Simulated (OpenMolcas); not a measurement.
**V2+ in KCdF3: curves along the breathing mode**

V2+ with its 6 nearest fluoride ions, on the Cd site of idealised cubic KCdF3 (a = 4.302 Å, distance in the model lattice 2.151 Å). The rest of the host is ab initio model potentials to 7.6 Å, with orthogonalisation functions on the cations behind the ligands, and point charges beyond; the distance is set by hand and nothing relaxes. Ligand basis ANO-RCC-VDZP.

```yaml
Program: OpenMolcas 26.06
Method: CASSCF
Basis: ANO-RCC-VDZP [5s4p2d1f]
Scalar_Hamiltonian: DKH2, point nucleus
Active_space: 3 electrons in 5 orbitals (3d)
State_averaging: 2S+1 = 4 even, 10 roots; 2S+1 = 2 even, 40 roots
Spin-orbit_coupling: RASSI with atomic mean-field integrals over the reference wave functions
```

Spin-free energies (labels of O, the rotations of Oh) in cm-1 above the lowest fitted minimum, as all ligands move together:

| R (Å) | 4A2 | 4T2 | 2E | 4T1 | 2T1 | 2T2 | 2A1 |
| --- | --- | --- | --- | --- | --- | --- | --- |
| 1.978 | 1770 | 16490 | 18600 | 24680 | 19390 | 26050 | 30500 |
| 2.025 | 30 | 13090 | 16800 | 20820 | 17610 | 23920 | 27130 |
| 2.071 | 610 | 12250 | 17320 | 19490 | 18150 | 24120 | 26320 |
| 2.118 | 3370 | 13740 | 20030 | 20470 | 20860 | 26490 | 27840 |
| 2.164 | 8100 | 17380 | 24710 | 23610 | 25540 | 30850 | 31510 |
| 2.211 | 14990 | 23290 | 31550 | 29020 | 32370 | 37350 | 37450 |
| 2.258 | 24010 | 31450 | 40520 | 36710 | 41320 | 45980 | 45640 |

Cubic fits give the following; the wavenumber is harmonic, with the mass of all moving ligands, small differences in it between states hang on the degree of the fit, a number in brackets counts states of one label, and the table is a selection of at most 14 states with clean curves.

```
 State  R0 (Å)  Breathing mode (cm-1)  Minimum (cm-1)
   4A2   2.036                    549               0
   4T2   2.066                    567           12230
    2E   2.038                    549           16750
   4T1   2.075                    563           19470
   2T1   2.037                    548           17570
   2T2   2.045                    548           23760
   2A1   2.065                    567           26300
2T2(2)   2.066                    567           29390
2T1(2)   2.065                    567           29950
4T1(2)   2.082                    585           31200
 2E(2)   2.065                    567           31710
2T1(3)   2.070                    564           35640
2T1(4)   2.091                    582           41570
2T2(3)   2.080                    550           41640
```

The minimum of 4T2 is shifted by +0.0291 Å against 4A2 (from the unrounded fits). With M = 114.0 u for the moving shell, the Huang-Rhys factor in this mode is S = M ω ΔR² / 2ħ = 0.01483 × 114.0 × 549 × 0.0291² = 0.79. Only the first shell moves, against a rigid host.

Without dynamic correlation the repulsion within the d shell is too large (B by tens of per cent), so at a given field states of lower spin stand too high. Ligand-to-metal charge-transfer states are missing. With no ligand orbital active B as a rule stays too high, so bands that hang on it stand too high and its fall with covalency is understated. With metal d orbitals alone and no dynamic correlation 10Dq can be off by a tenth to a fifth, either way, in oxide and fluoride hosts. No measured value stands beside these numbers.
